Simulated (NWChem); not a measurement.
Molecule: Si$_{2}$H$_{4}$SF$_{2}$; SMILES [SiH2](F)S[SiH2]F

```xyz
9

Si    -0.2948    -1.7515    -0.2914
F      1.1345    -2.5183    -0.2730
S     -0.3286    -0.1969     1.1746
Si     0.6784     1.3241     0.0611
F     -0.3571     2.0795    -0.9331
H     -0.4717    -1.1889    -1.6550
H     -1.3502    -2.7213     0.0888
H      1.7456     0.7324    -0.7863
H      1.1849     2.3109     1.0454
```
Atoms are numbered in this order, from 1.

Results from NWChem. Pople sets run with spherical d functions. Structure relaxed at the PBE0/def2-SVP level. Level: M06-2X/6-31G* with SMD (1 M gas to 1 M solution), gas-phase geometry. Reactions with the solvent are ignored.

For solvent benzene:

```yaml
solvation free energy (kcal/mol): -2.9
cavity-dispersion-structure term (kcal/mol): -1.1
dipole in solution (D): 0.71
```

### Question
What are these values for solvent water?

### Answer
- solvation free energy (kcal/mol) = 0.1
- cavity-dispersion-structure term (kcal/mol) = 3.5
- dipole in solution (D) = 0.84
